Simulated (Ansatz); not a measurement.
One change: `[NH2][Al]([F])[PH2]` becomes `[NH2][Al]([OH])[F]`.

Ansatz, PBE0-D4/def2-TZVP geometries, multiplicity 1. Each molecule was computed in one conformer, which needn't be the lowest.

```tsv
property	`[NH2][Al]([F])[PH2]`
zero-point energy (PBE0-D4/def2-TZVP) / kJ/mol	120.1
LUMO energy (PBE0/def2-TZVPP) / eV	-0.34
HOMO–LUMO gap (B3LYP/def2-TZVPP) / eV	6.70
HOMO energy (PBE/def2-TZVPP) / eV	-6.29
HOMO energy (PBE0/def2-TZVPP) / eV	-7.55
HOMO–LUMO gap (PBE/def2-TZVPP) / eV	5.16
```

Give the same properties after the change, and the shifts. (Best estimate.)

Computed: 
```csv
property,`[NH2][Al]([OH])[F]`,shift
zero-point energy (PBE0-D4/def2-TZVP) / kJ/mol,110.1,-10.0
LUMO energy (PBE0/def2-TZVPP) / eV,-0.42,-0.08
HOMO–LUMO gap (B3LYP/def2-TZVPP) / eV,6.69,-0.01
HOMO energy (PBE/def2-TZVPP) / eV,-6.24,0.05
HOMO energy (PBE0/def2-TZVPP) / eV,-7.71,-0.16
HOMO–LUMO gap (PBE/def2-TZVPP) / eV,4.98,-0.18
```

With PBE0 the HOMO falls by 0.16 eV and the LUMO falls by 0.08 eV, so the gap widens by about 0.08 eV. PBE moves the HOMO by 0.05 eV and ωB97M-V by -0.47 eV. The zero-point energy changes by -10.0 kJ/mol with -3 modes.

B3LYP here is the variant with VWN-RPA as its local correlation; programs differ in this.
